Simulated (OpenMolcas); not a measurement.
## GeN2H4: a line through the functionals

The species is GeN2H4 (7 atoms), meant as a singlet with charge 0. As SMILES, `[NH2][Ge][NH2]`. The coordinates come from a PBE0-D4/def2-TZVP relaxation. This is one conformer, not always the lowest.

The vertical ionisation energy (to the doublet cation) y, in eV, basis def2-SVPD; a is the functional's share of exact exchange. Programs: OpenMolcas 26.06.

```
functional     program     a  y (eV)
    r2SCAN  OpenMolcas     0    8.95
      BLYP  OpenMolcas     0    8.73
     B3LYP  OpenMolcas   0.2       ?
      PBE0  OpenMolcas  0.25    9.08
     BHLYP  OpenMolcas   0.5    9.21
```

Problem. Fit y = c + s·a to the known rows and predict B3LYP.

Solution. 
1. Means of the 4 rows: a = 0.1875, y = 8.992.
2. Σ(Δa)² = 0.17188, Σ(Δa·Δy) = 0.13063, so the slope is 0.13063/0.17188 = 0.76001.
3. Intercept: 8.992 − (0.76001) × 0.1875 = 8.849. The largest residual of the fit is 0.12.
4. B3LYP: 8.849 + (0.76001) × 0.2 = 9.00 eV.

The run gave 9.08 eV, so the prediction is off by -0.08 eV, within the largest residual. The rows mix families of semi-local functionals, which the line can't see.
